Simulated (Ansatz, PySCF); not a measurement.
Donor–acceptor adduct: AlH3 (SMILES [AlH3]) (first 4 atoms) with H2O (SMILES O); geometry from B3LYP-D3(BJ)/def2-TZVP.
(charge 0, multiplicity 1):
| atom | x (Å) | y (Å) | z (Å) |
|---|---|---|---|
| Al | -0.0213 | 0.2183 | 0.3257 |
| H | 0.6033 | -0.9348 | -0.5657 |
| H | -1.6083 | 0.3857 | 0.3374 |
| H | 0.8687 | 1.5100 | 0.6192 |
| O | 0.1113 | -0.5471 | 2.2166 |
| H | -0.7537 | -0.6487 | 2.6342 |
| H | 0.6594 | -0.0025 | 2.7963 |

Basis-set superposition error: the interaction energy with monomers in their own basis, and in the dimer's basis (counterpoise).

Run with Ansatz (a program for electronic structure) with Gaussian orbitals; PySCF for 6-31G* rows, M06-2X. 

| level | uncorrected (meV) | counterpoise (meV) | difference |
|---|---|---|---|
| HF/6-31G* | -1065.3 | -936.7 | 128.6 |
| HF/aug-cc-pV(D+d)Z | -887.4 | -866.6 | 20.7 |
| SVWN5/def2-TZVPPD | -1222.1 | -1217.1 | 5.0 |
| revPBE/def2-TZVPPD | -781.4 | -777.6 | 3.8 |
| B3LYP/6-31G* | -1164.6 | -966.8 | 197.8 |
| M06-2X/def2-TZVPPD | -1082.9 | -1078.9 | 3.9 |
| CAM-B3LYP/def2-TZVPPD | -990.1 | -986.0 | 4.1 |
| B2PLYP/def2-TZVPPD | -951.3 | -939.2 | 12.1 |
| CCSD/aug-cc-pV(D+d)Z | -940.1 | -874.8 | 65.3 |
| CCSD/aug-cc-pV(T+d)Z | -991.6 | -968.2 | 23.4 |

The error is largest for B3LYP/6-31G* (197.8 meV) and smallest for revPBE/def2-TZVPPD (3.8 meV).
